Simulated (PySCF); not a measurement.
## Phosphorus: a sound run and one with changed settings

Sound run: P⁺ [Ne] 3s2 3p2, P²⁺ [Ne] 3s2 3p1. Computed with PySCF 2.14 in x2c-SVPall, with scalar relativity by spin-free X2C-1e. The sound run starts from symmetry-adapted Hartree-Fock orbitals and uses a fine grid where one is needed.

Changed run: radial step 0.3 in ln r (0.13 in the sound run). This setting is unsound on purpose.

| species | method | sound run (hartree) | changed run (hartree) | converged |
| --- | --- | --- | --- | --- |
| P⁺ | UHF | -341.03801 | -341.03801 | yes |
| P⁺ | M06-2X | -341.57119 | -341.56806 | yes |
| P⁺ | PBE | -341.41847 | -341.41867 | yes |
| P²⁺ | UHF | -340.33331 | -340.33331 | yes |
| P²⁺ | M06-2X | -340.85129 | -340.84505 | yes |
| P²⁺ | PBE | -340.69114 | -340.69139 | yes |

Ionisation energy of P⁺:

```
method  sound run (eV)  changed run (eV)
   UHF          19.176            19.176
M06-2X          19.590            19.674
   PBE          19.792            19.790
```

A coarse radial grid mis-integrates the density and the exchange-correlation energy, with errors of either sign; Hartree-Fock needs no grid.

For comparison, NIST gives 19.769 eV between the lowest levels.
